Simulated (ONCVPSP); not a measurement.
# Before and after: ONCV potential for Ir

| Property | Result |
| --- | --- |
| Element | Ir |
| Generator | ONCVPSP 4.0.1 |
| Type | optimised norm-conserving Vanderbilt (ONCV) |
| Functional | LDA (Perdew-Zunger) |
| Relativity | scalar-relativistic |
| Frozen core | [Kr] 4d10 4f14 |
| Valence charge | 17 |
| Reference configuration | 5s2 5p6 5d7 6s1 (charge +1) |
| Partial waves | 5s+6s: rc 1.90 bohr, ncon 4, nbas 7, qcut 7.6 1/bohr, 2 projectors; 5p: rc 1.40 bohr, ncon 3, nbas 6, qcut 11.5 1/bohr, 2 projectors, debl 1.1 Ha; 5d: rc 2.00 bohr, ncon 4, nbas 9, qcut 7.4 1/bohr, 3 projectors, debl 2.7 Ha; f scattering state at 0.18 Ha: rc 1.55 bohr, ncon 3, nbas 7, qcut 6.5 1/bohr, 2 projectors, debl 2.8 Ha |
| Local potential | polynomial inside 1.40 bohr (lpopt 3, dvloc0 0 Ha) |
| Core correction | Teter function, fcfact 2.5, rcfact 1.25 |

In the p channel the program set the typed energies aside and used -2.327, 0.250 Ha.

Change: all radii but the core radius scaled by about 1.17 (s 2.24, p 1.64, d 2.34, f 1.82 bohr); local potential polynomial inside 1.64 bohr (lpopt 3, dvloc0 0 Ha).

Cutoffs: the cutoffs (Ha) at which the residual kinetic energy of the hardest occupied pseudo-wave falls to 1 and 0.1 mHa per electron; they do not see the model core or the augmentation charge, which bear on the density cutoff. Errors are all-electron minus pseudo energies relative to the spin-unpolarised reference configuration.

How do hardness, ghosts and transferability respond?

The potential gets softer (40 Ha and 47 Ha → 30 Ha and 36 Ha); the bound ghost in f disappears; of the 4 tests that both files solve, the error grows in 0 and shrinks in 1 by more than 15 % and 0.3 meV (median size 11.8 → 8.9 meV). A larger radius leaves more room for a smooth pseudo-wave, so fewer plane waves are needed.

| quantity | base | changed |
| --- | --- | --- |
| cutoff, loose | 40 Ha | 30 Ha |
| cutoff, tight | 47 Ha | 36 Ha |
| loose cutoff by channel | s 17 Ha, p 40 Ha, d 18 Ha | s 13 Ha, p 30 Ha, d 17 Ha |
| bound ghosts | f | none |
| GHOST(+) flags under 300 eV | none | none |
| error for 5s2 5p6 5d7 6s2, meV [ΔE -10.19 eV] | +2.0 | +1.9 |
| error for 5s2 5p6 5d7 6s0, meV [ΔE 17.85 eV] | -8.7 | -9.8 |
| error for 5s2 5p6 5d6 6s0, meV [ΔE 48.69 eV] | -15 | -13 |
| error for 5s2 5p6 5d5 6s0, meV [ΔE 92.57 eV] | -30 | -7.9 |
| rms error of d²Exc/dni dnj with the model core, mHa | 3.38 | 3.76 |

Base: The cutoffs count occupied waves only; projector 2 of the f channel, the hardest unoccupied one, needs 138 Ha at the loose tolerance. A true bound ghost makes a file unfit for plane-wave use even where its test errors are small: the radial tests pick states by their node count and pass the ghost by.
